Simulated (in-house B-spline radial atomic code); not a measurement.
Configurations of I²⁺, with energies counted from [Kr] 4d10 5s2 5p3. Method: scalar-relativistic (X2C) HSE06, spin-polarised, spherical fractional occupations, exact exchange averaged over the configuration, Fermi nucleus of rms radius 4.75 fm. Calculated with a B-spline radial code for spherical atoms. Shells without spins written out take the highest spin.

Occupations are held fixed; configurations that lie above the ionisation limit could autoionise.

```csv
configuration,E - E(ref) (eV),highest orbital,its <r> (bohr)
[Kr] 4d10 5s1 5p4,11.558,5p down,2.219
[Kr] 4d9 5s2 5p3 6d1,70.803,6d up,6.47
[Ar] 3d10 4s2 4p5 4d10 5s2 5p3 6f1,155.51,6f up,10.93
[Ar] 3d9 4s2 4p6 4d10 5s2 5p3 6s1,635.29,6s up,4.049
[Ar] 3d9 4s2 4p6 4d10 5s2 5p3 6p1,638.49,6p up,4.773
[Ar] 3d9 4s2 4p6 4d10 5s2 5p3 6d1,642.49,6d up,6.425
```

**Question.** Order these further configurations by energy, lowest first.
A. [Kr] 4d10 5s2 5p2 5f1
B. [Kr] 4d10 5s1 5p3 6d1
C. [Ar] 3d10 4s2 4p5 4d10 5s2 5p3 6s1
D. [Kr] 4d9 5s2 5p3 6f1
E. [Ar] 3d9 4s2 4p6 4d10 4f1 5s2 5p3

**Answer.** A (23.754 eV), B (30.722 eV), D (74.618 eV), C (144.53 eV), E (639.67 eV).

**Question.** How far above the reference does [Kr] 4d10 5s1 5p3 6s1 lie?

**Answer.** 23.685 eV; its least bound orbital is 6s up with <r> = 4.136 bohr.
